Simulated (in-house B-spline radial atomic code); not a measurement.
# Excitations of the chromium ion Cr²⁰⁺ by several methods

Full response, energies in eV; labels give the largest channel, * marks a mixed state, a dash one above the method's threshold, and an imaginary frequency an unstable closed-shell reference. Computed with a B-spline radial code for spherical atoms: linear response of the closed shell [He] 2s2 with each method's own kernel (bare exchange for TDHF, static screening on G0W0 levels for BSE, the adiabatic kernel for functionals); non-relativistic, point nucleus, no spin-orbit coupling, no double excitations, S, P, D and F terms only.

```csv
method,2s → 2p 3P,2s → 2p 1P,2s → 3s 3S,α (bohr³)
TDHF,?,?,?,?
PBE,30.49,67.67,909.98,0.02306
BHandHLYP,25.719,65.89,899.92,0.02395
CAM-B3LYP,27.439,66.53,901.53,0.02362
PBEsol,?,?,?,?
```

Problem. What does PBEsol give?

Solution. 2s → 2p 3P: 31.06; 2s → 2p 1P: 67.92; 2s → 3s 3S: 909.51; α: 0.023 (eV, bohr³).

Problem. What does TDHF give?

Solution. 2s → 2p 3P: 24.856; 2s → 2p 1P: 65.07; 2s → 3s 3S: 911.76; α: 0.0244 (eV, bohr³).
